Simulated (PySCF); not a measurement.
B³⁺ (boron, charge +3) across methods

1s2, closed-shell 1S. Calculation: PySCF 2.14, in aug-cc-pCVTZ-DK with one added diffuse shell each of s, p, d, f type (8s7p5d3f, 75 functions); scalar relativity by spin-free X2C-1e.

| method | E (hartree) | mean ε 1s (eV) | Σ⟨r²⟩ (bohr²) | ⟨S²⟩ |
| --- | --- | --- | --- | --- |
| PBE | -21.9878 | -231.35 | 0.2885 | 0.000 |
| LDA | -21.7487 | -229.17 | 0.2918 | 0.000 |
| M06-2X | -22.0402 | -245.54 | 0.2868 | 0.000 |
| r2SCAN | -22.0389 | -234.38 | 0.2857 | 0.000 |
| BHandHLYP | -22.0334 | -246.34 | 0.2862 | 0.000 |
| BP86 | -22.0287 | -231.67 | 0.2870 | 0.000 |
| UHF | -21.99187 | -259.70 | 0.2836 | 0.000 |
| PBE0 | -22.0002 | -238.64 | 0.2871 | 0.000 |

**Question.** Estimate the same row for revPBE.

**Answer.** E (hartree) = -22.0303; mean ε 1s (eV) = -231.58; Σ⟨r²⟩ (bohr²) = 0.2880; ⟨S²⟩ = 0.000.
